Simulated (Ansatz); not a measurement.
System: HBOCl, charge 0, doublet. HBOCl (SMILES O[B]Cl, doublet).
B3LYP-D3(BJ)/def2-TZVP minimum from Ansatz (a first-principles code):
```xyz
4

B      0.3498     0.7281    -0.1869
Cl    -0.9102    -0.5041    -0.2177
O      1.5073     0.6385     0.4599
H      1.6657    -0.1798     0.9565
```
Charge 0, spin multiplicity 2.

Hartree-Fock and CCSD correlation energies in hartree (Ansatz). UHF or UKS for unpaired electrons; spin-orbit terms are left out. Correlated methods leave the cores frozen. No relativity.

```tsv
basis	X	E(HF)	E(corr, CCSD)
cc-pV(T+d)Z	3	-559.72446	-0.52217
cc-pV(Q+d)Z	4	-559.73574	-0.56164
cc-pV(5+d)Z	5	-559.73816	withheld
```

Task: Fit E(corr) = E∞ + A/X³ to X = 3 and 4, predict X = 5, and compare with the run.

Result: A = (-0.52217 - (-0.56164))/(1/27 - 1/64) = 1.8434; E∞ = -0.56164 - A/64 = -0.59044; at X = 5, E∞ + A/125 = -0.57570. The run gave -0.57496, 0.74 mEh above the prediction. The same form on X = 4 and 5 gives E∞ = -0.58894, 1.51 mEh above the first estimate.
